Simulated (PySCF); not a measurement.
NaSe⁺ at r²SCANh

Computed with r²SCANh; PySCF, no relativity, basis sets Na def2-SVP, Se def2-SVP.

- state: ³Σ⁻ (triplet), unpaired electrons π ↑↑
- bond length: 3.017 Å
- harmonic wavenumber: 143 cm⁻¹
- force constant: 0.215 mdyn/Å
- rotational constant Be: 0.1037 cm⁻¹
- anharmonicity ωexe: 1.21 cm⁻¹
- vibration–rotation constant αe: 0.00115 cm⁻¹
- well depth De to Na⁺ + Se: 13.7 kcal/mol
- dissociation energy D0: 13.5 kcal/mol
- bond order (Mayer): 0.31
- dipole moment (positive dipole points towards Se; it is taken about the centre of mass and depends on that origin): -9.38 D

Spin–orbit coupling is left out. For an ion De counts to the pair picked by the measured ionisation energies or electron affinities, which need not be the lowest pair at this level. The state is the lowest determinant that a PBE0 search found; another state may lie lower at other levels.
